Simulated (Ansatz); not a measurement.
CH$_{7}$NO$_{2}$Si (`N[SiH](O)CO`). Total charge 0; spin multiplicity 1.

| atom | x (Å) | y (Å) | z (Å) |
| --- | --- | --- | --- |
| N1 | 1.429 | -0.669 | -0.232 |
| Si2 | -0.156 | -0.246 | -0.777 |
| O3 | -1.132 | -1.549 | -0.553 |
| C4 | -0.632 | 1.175 | 0.356 |
| O5 | -0.457 | 0.745 | 1.705 |
| H6 | 2.182 | -0.004 | -0.335 |
| H7 | 1.765 | -1.600 | -0.427 |
| H8 | -0.274 | 0.087 | -2.220 |
| H9 | -1.361 | -1.740 | 0.359 |
| H10 | -1.688 | 1.435 | 0.234 |
| H11 | -0.060 | 2.093 | 0.150 |
| H12 | 0.385 | 0.273 | 1.740 |

Question: List the harmonic frequencies (cm⁻¹, unscaled) at PBE0-D4/def2-TZVP in Ansatz. (An estimate is asked.)

Answer: Ansatz gave: 76, 143, 185, 262, 286, 360, 441, 500, 520, 643, 722, 766, 788, 836, 883, 915, 959, 1057, 1172, 1274, 1401, 1467, 1581, 2217, 2990, 3091, 3582, 3672, 3782, 3901.

Question: Is this a minimum?

Answer: Yes, all 30 modes are real.

Question: Give the ideal-gas thermochemistry at 298.15 K and 1 bar (rigid rotor, harmonic oscillator; point group C1, symmetry number 1).

Answer: Zero-point energy 242.1 kJ/mol; H(298) − E = 264.3 kJ/mol; entropy 348.4 J/(mol·K), of which translation 165.4, rotation 110.7, vibration 72.2; G(298) − E = 160.4 kJ/mol. Modes under 100 cm⁻¹ are hindered rotations or soft bends, so the harmonic entropy is rough.

Question: Rotational constants (cm⁻¹)?

Answer: 0.1686, 0.1042, 0.08613.
